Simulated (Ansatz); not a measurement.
Geometry optimisation, RKS revPBE/def2-SVP (Ansatz).

Input file:

```yaml
crystal:
  periodic: [false, false, false]
  atoms:
    - { symbol: O, position_ang: [-1.44052, 1.30084, -0.74832] }
    - { symbol: S, position_ang: [-0.52612, 1.47503, 0.66767] }
    - { symbol: C, position_ang: [-0.7576, 3.1754, 1.05511] }
    - { symbol: Si, position_ang: [-2.38435, 3.7452, 1.43605] }
    - { symbol: H, position_ang: [-2.35862, 1.13415, -0.51089] }
    - { symbol: H, position_ang: [0.122, 3.79307, 0.96363] }
    - { symbol: H, position_ang: [-3.51371, 2.84924, 1.6189] }
    - { symbol: H, position_ang: [-2.73104, 5.15869, 1.50975] }
basis:
  gaussian: { orbitals: def2-SVP }
hamiltonian:
  xc: revpbe
relax:
  f_tol: 0.015
  max_steps: 40
output:
  orbitals: {}
```

Run as:

```bash
$ ansatz run input.yaml --threads 1 --pin off --max-ram 2048MiB --backend cpu --events-out ev --progress --plain --runs-dir out
```

**Question.** Where does it end, and by what steps?

**Answer.** The run converged. After 16 steps the energy has fallen by 0.280 eV; H7 moved furthest, 0.86 Å.

```json
{"step": "0", "energy less start (eV)": "0.0000", "largest force component (eV/Å)": "1.380", "accepted": "yes"}
{"step": "1", "energy less start (eV)": "-0.1124", "largest force component (eV/Å)": "0.578", "accepted": "yes"}
{"step": "2", "energy less start (eV)": "-0.1279", "largest force component (eV/Å)": "0.684", "accepted": "yes"}
{"step": "3", "energy less start (eV)": "-0.1399", "largest force component (eV/Å)": "0.522", "accepted": "yes"}
{"step": "4", "energy less start (eV)": "-0.1575", "largest force component (eV/Å)": "0.569", "accepted": "yes"}
{"step": "5", "energy less start (eV)": "-0.1786", "largest force component (eV/Å)": "0.728", "accepted": "yes"}
{"step": "6", "energy less start (eV)": "-0.2064", "largest force component (eV/Å)": "0.805", "accepted": "yes"}
{"step": "7", "energy less start (eV)": "-0.2282", "largest force component (eV/Å)": "0.674", "accepted": "yes"}
{"step": "8", "energy less start (eV)": "-0.2659", "largest force component (eV/Å)": "0.340", "accepted": "yes"}
{"step": "9", "energy less start (eV)": "-0.2675", "largest force component (eV/Å)": "0.339", "accepted": "yes"}
{"step": "10", "energy less start (eV)": "-0.2746", "largest force component (eV/Å)": "0.242", "accepted": "yes"}
{"step": "11", "energy less start (eV)": "-0.2785", "largest force component (eV/Å)": "0.060", "accepted": "yes"}
{"step": "12", "energy less start (eV)": "-0.2767", "largest force component (eV/Å)": "0.108", "accepted": "no"}
{"step": "13", "energy less start (eV)": "-0.2794", "largest force component (eV/Å)": "0.051", "accepted": "yes"}
{"step": "14", "energy less start (eV)": "-0.2796", "largest force component (eV/Å)": "0.028", "accepted": "yes"}
{"step": "15", "energy less start (eV)": "-0.2797", "largest force component (eV/Å)": "0.020", "accepted": "yes"}
{"step": "16", "energy less start (eV)": "-0.2797", "largest force component (eV/Å)": "0.008", "accepted": "yes"}
```

```xyz
8
Properties=species:S:1:pos:R:3
O -1.786 1.202 -0.599
S -0.326 1.817 0.018
C -0.835 3.206 0.918
Si -2.423 3.753 1.446
H -2.094 0.542 0.057
H 0.050 3.773 1.271
H -3.682 3.210 0.852
H -2.492 5.128 2.030
```

Run time: 110 s on 1 thread of Intel(R) Xeon(R) Processor @ 2.50GHz (Skylake/Cascade Lake), on a shared host, peak memory 0.15 GiB.
